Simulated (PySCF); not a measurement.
C₄H₁₂NSi (doublet state).
SMILES with atom numbers: `[CH3:1][C:2]([CH3:3])([NH2:4])[CH2:5][SiH2:6]` (hydrogens: H7, H8, H9 on C1; H10, H11, H12 on C3; H13, H14 on N4; H15, H16 on C5; H17, H18 on Si6)

Geometry (GFN2-xTB, Å), atoms numbered from 1 in this order:
```xyz
18
C4H12NSi angstrom
C      0.0176   -0.7756    1.3656
C     -0.3802    0.0044    0.1128
C     -1.7634   -0.4665   -0.3647
N     -0.3634    1.4241    0.4575
C      0.6651   -0.1770   -0.9884
Si     2.2384    0.8092   -0.5935
H     -0.7443   -0.6697    2.1364
H      0.9558   -0.3912    1.7552
H      0.1330   -1.8323    1.1378
H     -1.7340   -1.5195   -0.6350
H     -2.5068   -0.3346    0.4211
H     -2.0800    0.1025   -1.2385
H     -0.9827    1.6144    1.2389
H     -0.6759    1.9798   -0.3319
H      0.2516    0.1805   -1.9340
H      0.8801   -1.2387   -1.1249
H      2.9774    1.1421   -1.8094
H      3.1030    0.1544    0.3831
```

The hyperfine couplings belong to this conformer and change with its torsions.

Computed with UKS B3LYP, pcH-1 on C H N Si, non-relativistic, mean-field spin-orbit, GIAO in PySCF. One conformer (not necessarily the lowest) at the GFN2-xTB geometry, without solvent, vibrations or thermal averaging. GFN2-xTB frequencies show an imaginary mode (44i cm⁻¹), so this geometry is no minimum at that level. Couplings are sensitive to structure, and on GFN2-xTB geometries they can be far from those on DFT ones, by a factor of two or more for some ions and for spin on atoms past the first row. The SCF solution wasn't tested for stability.

Task: Give the principal g shifts and their parts.

Result: 
```json
{"Δg (ppm)": "relativistic mass correction", "1": "-140", "2": "-140", "3": "-140"}
{"Δg (ppm)": "gauge correction", "1": "21", "2": "32", "3": "31"}
{"Δg (ppm)": "orbital Zeeman/spin–orbit", "1": "-109", "2": "1897", "3": "2113"}
{"Δg (ppm)": "total", "1": "-227", "2": "1789", "3": "2004"}
```

So g = 2.00209, 2.00411, 2.00432 and g_iso = 2.00351; the tensor is close to axial: the two nearest values differ by 10 % of g3 − g1. 

Task: What effective moment and Curie constant follow for a powder?

Result: With the mean of g² = 4.0140 and S(S+1) = 0.75: μ_eff = √(⟨g²⟩S(S+1)) = 1.735 μB and χT = 0.12505·⟨g²⟩·S(S+1) = 0.376 cm³ K/mol (cgs; spin-Hamiltonian part alone).

Task: What are the electron Larmor frequencies g μB B/h along the three axes at 340 mT?

Result: 9.5274, 9.5370, 9.5380 GHz for g1, g2 and g3, a range of 10.6 MHz.

Task: In a frozen sample, at which fields do the three g values resonate at 9.5, 34, 94 and 263 GHz (hyperfine left aside), and which band first spreads them over more than twice a line width of 1.0 mT?

Result: 
```json
{"band": "X", "GHz": "9.5", "B(g3) mT": "338.64", "B(g2) mT": "338.68", "B(g1) mT": "339.02", "spread mT": "0.38"}
{"band": "Q", "GHz": "34.0", "B(g3) mT": "1211.99", "B(g2) mT": "1212.12", "B(g1) mT": "1213.34", "spread mT": "1.35"}
{"band": "W", "GHz": "94.0", "B(g3) mT": "3350.80", "B(g2) mT": "3351.16", "B(g1) mT": "3354.53", "spread mT": "3.73"}
{"band": "J", "GHz": "263.0", "B(g3) mT": "9375.11", "B(g2) mT": "9376.12", "B(g1) mT": "9385.56", "spread mT": "10.45"}
```

The spread grows in proportion to the frequency. W band is the first where it exceeds 2.0 mT.

The largest Mulliken spin population is on Si6 (+0.96). The angles at Si6 add up to 335.8°, so it is pyramidal.

The HOMO–LUMO gaps are 5.38 eV among the α and 5.09 eV among the β orbitals.
